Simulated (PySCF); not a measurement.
Gas-phase reaction: InH₂Cl + InHCl₂ + 3 F₂ ⇌ 2 InF₃ + 3 HCl

Energies from PySCF, thermal terms from the rigid-rotor harmonic-oscillator model, ideal gas at 1 bar. † marks an energy on the PBE0/def2-TZVP geometry and frequencies; other levels use their own. MP2 and CCSD(T) freeze the core. All species are closed-shell singlets. In: scalar-relativistic def2 core potential, no spin-orbit coupling. InH₂Cl, InHCl₂: computed as isolated molecules; such fragments, hydroxides, amides, oligomers or adducts are transient or little studied in the gas. MP2 isn't extrapolated to the basis-set limit; its ΔH°(298 K) is -1600.0 kJ in def2-SVP and -1609.2 kJ in def2-TZVPP. CCSD(T) isn't extrapolated to the basis-set limit; its ΔH°(298 K) is -1483.1 kJ in def2-SVP and -1516.0 kJ in def2-TZVPP. The harmonic model lacks anharmonicity and excited electronic states, which grow with temperature; levels with a mode under 35 cm⁻¹ are left out. Soft modes under 120 cm⁻¹ make the harmonic entropy rough for InHCl₂.

| level | ΔE electronic, kJ | ΔH°(298 K), kJ | ΔS°(298 K), J/K | ΔG°(1800 K), kJ |
|---|---|---|---|---|
| CCSD(T)/def2-TZVPP† | -1527 | -1516 | -15 | -1496 |
| HF/def2-TZVP† | -1632 | -1621 | -15 | -1601 |
| M06-2X/def2-TZVP† | -1573 | -1562 | -15 | -1542 |
| MP2/def2-SVP† | -1611 | -1600 | -15 | -1580 |
| MP2/def2-TZVPP† | -1620 | -1609 | -15 | -1589 |
| PBE0/def2-TZVP | -1493 | -1482 | -15 | -1462 |
| LDA/def2-TZVP† | -1461 | -1450 | -15 | -1430 |
| ωB97M-V/def2-TZVP† | -1511 | -1501 | -15 | -1481 |
| ωB97X-V/def2-TZVP† | -1517 | -1506 | -15 | -1486 |
ΔH° is lowest at HF/def2-TZVP† and highest at LDA/def2-TZVP†. No reference value is set beside these.
